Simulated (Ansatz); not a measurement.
Relaxed structures of CH5BSe, closed shell (PBE0-D4/def2-TZVP; forces vanish, vibrations not checked; lower isomers may exist, and structures with a doubtful reference or unclear bonds are left out; Å). Program: Ansatz 0.2.0. Basis: def2-TZVPP. Cores are frozen in the correlated methods. Filled d shells of the heavier atoms are correlated. The def2 sets are not built for correlating such inner shells, so the correlated values are less sure here.

Question: Rank them by CCSD(T) energy, lowest first, and give each one's height above the lowest. Links in brackets join atoms within 1.22 times the sum of their covalent radii (1.1 for two metals). (An estimate is asked for; the value comes from the calculation.)
A.
CH₅BSe ([CH2][BH][SeH2])
```
8
angstrom
B 0.3057 -0.7244 0.1580
C 0.8217 0.3746 0.8911
Se -1.4419 -0.2818 -0.8950
H -1.4114 1.1786 -0.7367
H -1.0095 -0.1828 -2.3079
H 1.6670 0.2471 1.5630
H 0.4398 1.3913 0.8621
H 0.5252 -1.8908 0.0425
```
B.
CH₅BSe ([BH2]1[CH2][SeH]1)
```
8
angstrom
B -0.7207 0.3305 -0.5657
C 0.5232 0.5700 0.3270
Se 0.7366 -1.3339 -0.2387
H -1.7606 0.0184 -0.0642
H -0.6595 0.6044 -1.7290
H 0.4639 0.6060 1.4103
H 1.3903 1.1017 -0.0557
H 0.0268 -1.8972 0.9160
```
C.
CH₅BSe ([BH2][CH][SeH2])
```
8
angstrom
B -0.8383 0.6045 -0.8412
C 0.4369 0.1489 -0.2861
Se 0.4649 -1.6504 0.0841
H -1.7420 -0.1722 -1.0150
H -0.9894 1.7600 -1.1270
H 1.7499 -2.1896 -0.4621
H 1.3498 0.6839 -0.0597
H 1.0455 -1.8071 1.4550
```

Answer: The calculation gives: B (0.0 kJ/mol), A (132.0 kJ/mol), C (202.6 kJ/mol). Heights count from the lowest.

The T1 diagnostic stays at or below 0.012.

For scale, one of the runs: CCSD(T)/def2-TZVPP, 180 basis functions, launched by `ansatz run in.yaml --threads 2 --pin off --events-out ev --progress --plain --max-ram 4352MiB`. Hardware: 2 CPU threads of an Arm Neoverse V2, shared host. Wall time 48 s; peak host memory 1.8 GiB.
